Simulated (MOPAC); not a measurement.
Input file for MOPAC: PM6 on C2H6Be (SMILES [BeH][CH2]C), a point of a bond scan (R = 2.664 Å).

```
PM6 1SCF PRECISE CHARGE=0 THREADS=1
C2H6Be

Be    -1.44516997 1    -0.33871489 1     0.77011572 1
H     -3.93347671 1    -0.05281007 1     1.67859216 1
C      0.12565595 1    -0.52296854 1     0.19841947 1
C      0.70149886 1     0.65782353 1    -0.61085270 1
H      0.16969963 1    -1.43496437 1    -0.41255321 1
H      0.78521691 1    -0.73143034 1     1.05193390 1
H      0.72544400 1     1.57703414 1    -0.02083937 1
H      0.10330796 1     0.86593489 1    -1.50107434 1
H      1.72340588 1     0.46491778 1    -0.94768440 1
```

Program output:

```
*******************************************************************************
 **                                                                           **
 **                              MOPAC v23.2.5                                **
 **                                                                           **
 *******************************************************************************
 ** MOPAC's Digital Object Identifier: https://doi.org/10.5281/zenodo.6511958 **
 **                                                                           **
 ** Please cite the open-source release paper for use of this MOPAC version:  **
 ** J. E. Moussa and J. J. P. Stewart (2026)                                  **
 ** MOPAC: An open-source semiempirical molecular orbital program             **
 ** J. Open Source Softw., 11(119), 8025, https://doi.org/10.21105/joss.08025 **
 *******************************************************************************

                              PM6 CALCULATION RESULTS

 *******************************************************************************
 *  PM6        - The PM6 Hamiltonian to be used
 *
 *
 *
 *                 CHARGE ON SYSTEM = 0
 *
 *
 *
 *  PRECISE    - TIGHTER CRITERIA TO BE USED
 *  1SCF       - DO 1 SCF AND THEN STOP
 *  THREADS=1  - MULTI-THREADING NOT USED
 *  T=         - A TIME OF 172800.0 SECONDS REQUESTED
 *  DUMP=N     - RESTART FILE WRITTEN EVERY 7200.0 SECONDS REQUESTED
 *******************************************************************************
PM6 1SCF PRECISE CHARGE=0 THREADS=1
 C2H6Be

   ATOM   CHEMICAL          X               Y               Z
  NUMBER   SYMBOL      (ANGSTROMS)     (ANGSTROMS)     (ANGSTROMS)

     1      Be         -1.44516997  *  -0.33871489  *   0.77011572  *
     2       H         -3.93347671  *  -0.05281007  *   1.67859216  *
     3       C          0.12565595  *  -0.52296854  *   0.19841947  *
     4       C          0.70149886  *   0.65782353  *  -0.61085270  *
     5       H          0.16969963  *  -1.43496437  *  -0.41255321  *
     6       H          0.78521691  *  -0.73143034  *   1.05193390  *
     7       H          0.72544400  *   1.57703414  *  -0.02083937  *
     8       H          0.10330796  *   0.86593489  *  -1.50107434  *
     9       H          1.72340588  *   0.46491778  *  -0.94768440  *



          CARTESIAN COORDINATES

    NO.       ATOM           X           Y           Z

     1        Be         -1.4452     -0.3387      0.7701
     2         H         -3.9335     -0.0528      1.6786
     3         C          0.1257     -0.5230      0.1984
     4         C          0.7015      0.6578     -0.6109
     5         H          0.1697     -1.4350     -0.4126
     6         H          0.7852     -0.7314      1.0519
     7         H          0.7254      1.5770     -0.0208
     8         H          0.1033      0.8659     -1.5011
     9         H          1.7234      0.4649     -0.9477

 General Reference for PM6:
 "Optimization of Parameters for Semiempirical Methods V: Modification of NDDO Approximations
 and Application to 70 Elements", J. J. P. Stewart, J. Mol. Mod., 13, 1173-1213 (2007)
 URL: https://link.springer.com/article/10.1007/s00894-007-0233-4

           Empirical Formula: C2 H6 Be  =     9 atoms



      MOLECULAR POINT GROUP   :   Cs


      RHF CALCULATION, NO. OF DOUBLY OCCUPIED LEVELS = 8


 -------------------------------------------------------------------------------
 PM6 1SCF PRECISE CHARGE=0 THREADS=1
 C2H6Be



     1SCF WAS SPECIFIED, SO BFGS WAS NOT USED
     SCF FIELD WAS ACHIEVED


                              PM6 CALCULATION
                                                       MOPAC v23.2.5 Linux




          FINAL HEAT OF FORMATION =        130.75244 KCAL/MOL =     547.06820 KJ/MOL


          COSMO AREA              =        111.25 SQUARE ANGSTROMS
          COSMO VOLUME            =         92.60 CUBIC ANGSTROMS

          IONIZATION POTENTIAL    =          6.970033 EV
          HOMO LUMO ENERGIES (EV) =         -6.970  0.339
          NO. OF FILLED LEVELS    =          8
          MOLECULAR WEIGHT        =         39.0816         POINT GROUP:  Cs

          MOLECULAR DIMENSIONS (Angstroms)

            Atom       Atom       Distance
            H     9    H     2     6.25825
            H     5    H     7     3.03145
            H     6    H     8     2.85524


          SCF CALCULATIONS        =          1





   ATOM   CHEMICAL          X               Y               Z
  NUMBER   SYMBOL      (ANGSTROMS)     (ANGSTROMS)     (ANGSTROMS)

     1      Be         -1.44516997  *  -0.33871489  *   0.77011572  *
     2       H         -3.93347671  *  -0.05281007  *   1.67859216  *
     3       C          0.12565595  *  -0.52296854  *   0.19841947  *
     4       C          0.70149886  *   0.65782353  *  -0.61085270  *
     5       H          0.16969963  *  -1.43496437  *  -0.41255321  *
     6       H          0.78521691  *  -0.73143034  *   1.05193390  *
     7       H          0.72544400  *   1.57703414  *  -0.02083937  *
     8       H          0.10330796  *   0.86593489  *  -1.50107434  *
     9       H          1.72340588  *   0.46491778  *  -0.94768440  *

                             CARTESIAN COORDINATES

   1   Be       -1.445169970    -0.338714890     0.770115720
   2    H       -3.933476710    -0.052810070     1.678592160
   3    C        0.125655950    -0.522968540     0.198419470
   4    C        0.701498860     0.657823530    -0.610852700
   5    H        0.169699630    -1.434964370    -0.412553210
   6    H        0.785216910    -0.731430340     1.051933900
   7    H        0.725444000     1.577034140    -0.020839370
   8    H        0.103307960     0.865934890    -1.501074340
   9    H        1.723405880     0.464917780    -0.947684400


           Empirical Formula: C2 H6 Be  =     9 atoms



      MOLECULAR POINT GROUP   :   Cs


                  EIGENVALUES
 -26.44863 -21.09150 -14.70991 -14.19582 -12.67550 -11.73184 -10.54577  -6.97003
   0.33859   4.05269   4.30506   4.91940   5.24431   5.90965   6.14219   6.42511
   7.04530   7.20438


              NET ATOMIC CHARGES AND DIPOLE CONTRIBUTIONS

  ATOM NO.   TYPE          CHARGE      No. of ELECS.   s-Pop       p-Pop
    1         Be           0.400321        1.5997     0.92454     0.67514
    2          H          -0.110392        1.1104     1.11039
    3          C          -0.598523        4.5985     1.09485     3.50367
    4          C          -0.383314        4.3833     1.07124     3.31207
    5          H           0.150800        0.8492     0.84920
    6          H           0.150800        0.8492     0.84920
    7          H           0.129062        0.8709     0.87094
    8          H           0.129062        0.8709     0.87094
    9          H           0.132182        0.8678     0.86782
 DIPOLE           X         Y         Z       TOTAL
 POINT-CHG.    -0.046    -0.091     0.063     0.120
 HYBRID         0.865    -0.107    -0.312     0.925
 SUM            0.818    -0.197    -0.249     0.878


          ATOMIC ORBITAL ELECTRON POPULATIONS

     Atom    s        px        py        pz
    1 Be   0.92454   0.54802   0.02725   0.09987
    2  H   1.11039
    3  C   1.09485   1.28193   1.08410   1.13764
    4  C   1.07124   1.13004   1.07094   1.11109
    5  H   0.84920
    6  H   0.84920
    7  H   0.87094
    8  H   0.87094
    9  H   0.86782

 **********************
 *                    *
 * JOB ENDED NORMALLY *
 *                    *
 **********************




 == MOPAC DONE ==
```

The run finished.

Cost: roughly 0.010 core-seconds.
